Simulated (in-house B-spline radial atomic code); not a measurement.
**Ionising neutral iodine with different functionals**

Computed with an all-electron radial atomic-structure program (B-spline basis): scalar-relativistic (spin-free X2C) Hamiltonian, Fermi nucleus of rms radius 4.75 fm, spin-polarised at highest spin, spherical fractional occupations for the functionals, and exact exchange of hybrids averaged over the configuration. The ionisation energy is the difference of two self-consistent energies, [Kr] 4d10 5s2 5p5 → [Kr] 4d10 5s2 5p4, without Breit or QED terms; ε is the level of the shell that loses the electron (its least bound occupied spin orbital). There is no spin-orbit coupling in this Hamiltonian.

```csv
method,rung,ΔSCF (eV),-ε(5p) (eV)
PBE0,global hybrid,10.57,7.88
B3LYP,global hybrid,10.65,7.68
TPSSh,global hybrid,10.60,7.25
BHandHLYP,global hybrid,10.49,8.86
r2SCAN0,global hybrid,?,?
B97-1,global hybrid,10.50,7.60
HSE06,range-separated hybrid,?,?
wB97X,range-separated hybrid,10.53,10.15
CAM-B3LYP,range-separated hybrid,10.65,9.23
LC-wPBE,range-separated hybrid,10.61,10.57
```

**Question.** What does r2SCAN0 give?

**Answer.** ΔSCF 10.64 eV, and -ε(5p) = 8.00 eV.

**Question.** What does HSE06 give?

**Answer.** ΔSCF 10.58 eV, and -ε(5p) = 7.47 eV.

**Question.** Among the functionals, which spreads more, the ΔSCF values or the orbital energies?

**Answer.** The orbital energies: ΔSCF values span about 0.16 eV and the orbital energies 3.32 eV; here energy differences depend much less on the functional than eigenvalues do.

**Question.** How do they compare with the NIST value?

**Answer.** NIST lists 10.451 eV (measured, ground level to ground level). Errors run from +0.04 to +0.20 eV; BHandHLYP is closest (+0.04 eV), but part of that can be cancellation, since the calculations leave out spin-orbit coupling, Breit-QED terms, multiplet and fine-structure energies.
